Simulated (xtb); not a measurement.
ClK (SMILES [Cl][K]), singlet, at a GFN2-xTB geometry (such geometries of metal compounds can be far from the true shape); GFN-FF (xtb).

Here is a job for xtb.
```
$ xtb mol.xyz --gfnff --json

# file mol.xyz
2

K     -0.00000000    -0.00000000    -1.21784993
Cl     0.00000000     0.00000000     1.36112639
```

Output, abridged:

```
   ID    Z sym.   atoms
    1   19 K      1
    2   17 Cl     2

           -------------------------------------------------
          |                Calculation Setup                |
           -------------------------------------------------

          ==================== Thresholds ====================
          CN  :   150.00000
          rep :   500.00000
          disp:  2500.00000
          HB1 :   250.00000
          HB2 :   450.00000

          Pauling EN used:
          Z :17  EN :  3.16
          Z :19  EN :  0.82
          electric field strengths (au): 0.000

           -------------------------------------------------
          |           Force Field Initialization            |
           -------------------------------------------------

          distances ...
          ----------------------------------------
          generating topology and atomic info file ...
          pair mat ...
          computing topology distances matrix with Floyd-Warshall algo ...
          making topology EEQ charges ...
          #fragments for EEQ constrain: 1
          ----------------------------------------
          generating topology and atomic info file ...
          pair mat ...
          computing topology distances matrix with Floyd-Warshall algo ...
          making topology EEQ charges ...
          #fragments for EEQ constrain: 1
          rings ...
          # BATM   0
          # H in HB   0

  atom   neighbors  erfCN metchar sp-hybrid imet pi  qest     coordinates
    1  K       1    0.98   0.00         0    1    0   0.318   -0.000000   -0.000000   -2.301403
    2  Cl      1    0.98   0.00         0    0    0  -0.318    0.000000    0.000000    2.572156

          #atoms :   2
          #bonds :   1
          #angl  :   0
          #tors  :   0
          #nmol  :   1
          #optfrag :   1
           -------------------------------------------------
          |                   G F N - F F                   |
          |          A general generic force-field          |
          |                  Version 1.0.3                  |
           -------------------------------------------------
          Number of HB bonds (bound hydrogen)     0
          Number of HB bonds (unbound hydrogen)   0
          Number of XB bonds                      0

         :::::::::::::::::::::::::::::::::::::::::::::::::::::
         ::                     SUMMARY                     ::
         :::::::::::::::::::::::::::::::::::::::::::::::::::::
         :: total energy              -0.124641923476 Eh    ::
         :: gradient norm              0.032355651261 Eh/a0 ::
         ::.................................................::
         :: bond energy               -0.031521635717 Eh    ::
         :: angle energy               0.000000000000 Eh    ::
         :: torsion energy             0.000000000000 Eh    ::
         :: repulsion energy           0.002908662091 Eh    ::
         :: electrostat energy        -0.095644980465 Eh    ::
         :: dispersion energy         -0.000383969384 Eh    ::
         :: HB energy                  0.000000000000 Eh    ::
         :: XB energy                  0.000000000000 Eh    ::
         :: bonded atm energy          0.000000000000 Eh    ::
         :: external energy            0.000000000000 Eh    ::
         :: add. restraining           0.000000000000 Eh    ::
         :: total charge              -0.000000000000 e     ::
         :::::::::::::::::::::::::::::::::::::::::::::::::::::

           -------------------------------------------------
          |                Property Printout                |
           -------------------------------------------------

molecular dipole:
                 x           y           z       tot (Debye)
 q only:        0.000       0.000      -1.790       4.550

           -------------------------------------------------
          | TOTAL ENERGY               -0.124641923476 Eh   |
          | GRADIENT NORM               0.032355651261 Eh/α |
           -------------------------------------------------
########################################################################
[WARNING] Runtime exception occurred
-1- gfnff_setup: Could not read topology file.
########################################################################

normal termination of xtb
```
